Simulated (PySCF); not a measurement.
## Correlation energy of Rh (rhodium, neutral)

[Kr] 4d7 5s2, high-spin 4F determinant (an excited configuration). Calculation: PySCF 2.14, in ANO-RCC-VTZP (7s6p4d2f1g, 68 functions); the spin-free X2C one-electron Hamiltonian (Gaussian nucleus). Frozen: [Kr]; 9 electrons correlated.

| level | correlation energy (mhartree) |
| --- | --- |
| CCSD | -236.46 |
| (T) | -9.49 |
| CCSD(T) | -245.95 |

Diagnostics: T1 = 0.022, D1 = 0.0818, largest double amplitude 0.104.

Cost of the coupled-cluster step: about 5 core-seconds, for 9 correlated electrons.
